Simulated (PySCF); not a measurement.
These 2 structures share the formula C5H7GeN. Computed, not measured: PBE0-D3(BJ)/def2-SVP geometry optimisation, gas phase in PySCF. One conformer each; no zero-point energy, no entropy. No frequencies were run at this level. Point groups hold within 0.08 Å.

Task: Rank from lowest to highest electronic energy at this level (kcal/mol).
A. `C1[CH2][GeH2][C@H](C=1)C#N`
B. `[GeH3][C]1=CC=CC=N1`

Result: B (0.0), A (15.3).

As drawn, the lower has an aromatic ring, which the higher lacks; the higher has a C≡N group and a C=C bond outside aromatic rings, which the lower lacks.

| SMILES | E (Eh) | E rel (kcal/mol) | dipole (D) | point group | A, B, C (MHz) |
| --- | --- | --- | --- | --- | --- |
| [GeH3][c]1ccccn1 | -2325.49468 | 0.0 | 2.37 | Cs | 5503, 972.8, 835.3 |
| N#C[C@H]1C=C[CH2][GeH2]1 | -2325.47034 | 15.3 | 4.45 | C1 | 2723, 1612, 1142 |

Task: How do the relative energies change in single points at CAM-B3LYP/def2-SVPD (no added dispersion term) on the same geometries?

Result: 
```json
{"SMILES": "[GeH3][c]1ccccn1", "PBE0-D3(BJ)/def2-SVP (kcal/mol)": "0.0", "CAM-B3LYP/def2-SVPD (kcal/mol)": "0.0", "shift": "0.0"}
{"SMILES": "N#C[C@H]1C=C[CH2][GeH2]1", "PBE0-D3(BJ)/def2-SVP (kcal/mol)": "15.3", "CAM-B3LYP/def2-SVPD (kcal/mol)": "14.6", "shift": "-0.7"}
```

Each column counts from its own lowest isomer. The order is unchanged; the largest shift is 0.7 kcal/mol.
